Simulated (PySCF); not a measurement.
**How methods differ on the excitation energy of La²⁺**

La²⁺ [Xe] 5d1 (2D) → La²⁺ [Xe] 6p1 (2P), as a difference of total energies. All numbers are calculated (PySCF 2.14, a scalar-relativistic core potential, in def2-TZVPPD with the def2 core potential (46 electrons) (6s5p3d2f1g, 59 functions)). Correlated levels: valence: nothing frozen outside the core potential. The calculations carry no spin-orbit coupling.

```tsv
method	excitation energy (cm⁻¹)
UHF	41986
MP2 (valence)	42539
SCS-MP2 (valence)	42738
CCSD (valence)	43149
CCSD(T) (valence)	43066
```
